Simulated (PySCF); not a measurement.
Compound: C₆H₇Cl.
Atom-mapped SMILES: `[CH:1]#[C:2][CH2:3][C:4](=[CH2:5])[CH2:6][Cl:7]` (hydrogens: H8 on C1; H9, H10 on C3; H11, H12 on C5; H13, H14 on C6)

Method: PySCF, PBE0-D3(BJ)/def2-SVP geometry optimisation, gas phase; density fitting, grid level 1; the optimiser is geomeTRIC in internal coordinates, started from a GFN2-xTB structure.

Step 1: E = -18836.2088 eV
```
atom  x, y, z in Å  |  force x, y, z in eV/Å
C1     -2.6400    0.1193    0.0528   -0.179   0.017   0.036
C2     -1.5161    0.0743   -0.3937    0.050  -0.013   0.036
C3     -0.1406    0.0187   -0.8740    0.053   0.007  -0.115
C4      0.8545    0.3564    0.2125   -0.004   0.000  -0.026
C5      1.6793   -0.5537    0.7355    0.057  -0.036   0.022
C6      0.8477    1.7717    0.6868   -0.094   0.095   0.023
Cl7     1.4150    2.9009   -0.6026   -0.017  -0.061   0.051
H8     -3.6445    0.1532    0.4384    0.084   0.003  -0.040
H9      0.0696   -0.9832   -1.2825   -0.004   0.028   0.021
H10    -0.0153    0.7377   -1.7051   -0.002  -0.040   0.031
H11     1.6708   -1.5939    0.3960   -0.014   0.028   0.020
H12     2.3895   -0.2900    1.5251   -0.007  -0.002  -0.033
H13     1.4998    1.9157    1.5573    0.020  -0.002  -0.032
H14    -0.1734    2.0976    0.9405    0.057  -0.024   0.006
```

Step 2: E = -18836.2118 eV
```
atom  x, y, z in Å  |  force x, y, z in eV/Å
C1     -2.6478    0.1346    0.0418    0.003   0.010  -0.030
C2     -1.5187    0.0761   -0.3923    0.003  -0.010   0.037
C3     -0.1408    0.0106   -0.8687    0.011   0.000  -0.017
C4      0.8564    0.3525    0.2154   -0.013  -0.006   0.002
C5      1.6932   -0.5512    0.7319    0.003  -0.003  -0.015
C6      0.8419    1.7669    0.6944   -0.010   0.034  -0.001
Cl7     1.3809    2.8987   -0.6004   -0.007  -0.001   0.007
H8     -3.6544    0.1822    0.4134   -0.004   0.002   0.001
H9      0.0679   -0.9929   -1.2711   -0.008  -0.005   0.015
H10    -0.0132    0.7233   -1.7028    0.009  -0.005  -0.002
H11     1.6837   -1.5922    0.3977    0.006   0.000  -0.004
H12     2.4129   -0.2806    1.5093   -0.006   0.001   0.002
H13     1.5098    1.9140    1.5517    0.012  -0.005  -0.007
H14    -0.1756    2.0829    0.9668    0.002  -0.013   0.014
```

Step 3: E = -18836.2149 eV
```
atom  x, y, z in Å  |  force x, y, z in eV/Å
C1     -2.6579    0.1677    0.0198    0.115  -0.001  -0.059
C2     -1.5210    0.0802   -0.3893   -0.019   0.002   0.013
C3     -0.1399   -0.0089   -0.8558   -0.029   0.034   0.043
C4      0.8602    0.3474    0.2209   -0.015  -0.036   0.000
C5      1.7163   -0.5478    0.7208   -0.006   0.048  -0.003
C6      0.8327    1.7605    0.7078    0.045  -0.059  -0.010
Cl7     1.3066    2.9071   -0.5956   -0.005   0.029  -0.022
H8     -3.6699    0.2433    0.3669   -0.061  -0.001   0.030
H9      0.0633   -1.0207   -1.2376   -0.010  -0.028   0.010
H10    -0.0050    0.6863   -1.7020    0.009   0.019  -0.038
H11     1.7181   -1.5867    0.3821   -0.002  -0.017  -0.011
H12     2.4420   -0.2701    1.4892    0.016   0.002   0.020
H13     1.5298    1.9135    1.5402    0.002  -0.002   0.013
H14    -0.1791    2.0527    1.0196   -0.041   0.008   0.015
```

Problem. Estimate the geometry and energy of step 4. (The exact step hangs on the optimiser's Hessian estimate; all steps are aligned on step 3, rigid shifts and turns removed.)

Solution. E = -18836.2164 eV, largest force 0.074 eV/Å
```
atom  x, y, z in Å  |  force x, y, z in eV/Å
C1     -2.6617    0.2077   -0.0002    0.068  -0.004  -0.028
C2     -1.5208    0.0911   -0.3899   -0.012   0.010  -0.011
C3     -0.1393   -0.0252   -0.8479    0.003  -0.019   0.050
C4      0.8649    0.3357    0.2232   -0.002   0.053   0.023
C5      1.7433   -0.5424    0.7147   -0.046  -0.008  -0.052
C6      0.8204    1.7455    0.7184    0.037  -0.048   0.015
Cl7     1.2267    2.9110   -0.5901    0.000   0.035  -0.024
H8     -3.6772    0.3092    0.3316   -0.034  -0.005   0.023
H9      0.0516   -1.0465   -1.2103   -0.011  -0.027  -0.001
H10     0.0054    0.6538   -1.7062    0.016   0.008  -0.019
H11     1.7585   -1.5804    0.3731    0.012  -0.024   0.002
H12     2.4720   -0.2527    1.4762    0.003   0.002   0.005
H13     1.5403    1.9072    1.5297   -0.005   0.009   0.011
H14    -0.1880    2.0109    1.0647   -0.028   0.016   0.006
```

The energy changes by -0.0015 eV. The first-order estimate −F·Δx gives -0.0024 eV and the mean of the old and new forces, exact on a quadratic surface, -0.0011 eV. The step makes an angle of 86° with the force vector and moves no atom by more than 0.080 Å.

The cost below is that of the whole optimisation. The run took 54 s of wall time on one thread of an Arm Neoverse V2, on a shared host.
